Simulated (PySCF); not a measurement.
# Ionisation energy of S⁺ by level of theory

S⁺ [Ne] 3s2 3p3 (4S) → S²⁺ [Ne] 3s2 3p2 (3P), as a difference of total energies. All numbers are calculated (PySCF 2.14, the non-relativistic Hamiltonian (point nucleus), in aug-cc-pV(Q+d)Z). Correlated levels: valence: [Ne] frozen. The calculations carry no spin-orbit coupling.

Task: Order these methods by the ionisation energy they give, lowest first.
A. CCSD(T) (valence)
B. UHF
C. CCSD (valence)
D. MP2 (valence)

Result: B (22.724 eV), C (23.307 eV), A (23.355 eV), D (23.387 eV).

A first-order spin-orbit estimate (lowest level to lowest level, LS coupling) adds -0.061 eV.

Errors of the correlated levels include the incompleteness of this basis and the frozen core.

For comparison: 23.338 eV (measured; NIST Atomic Spectra Database, ionization energies).
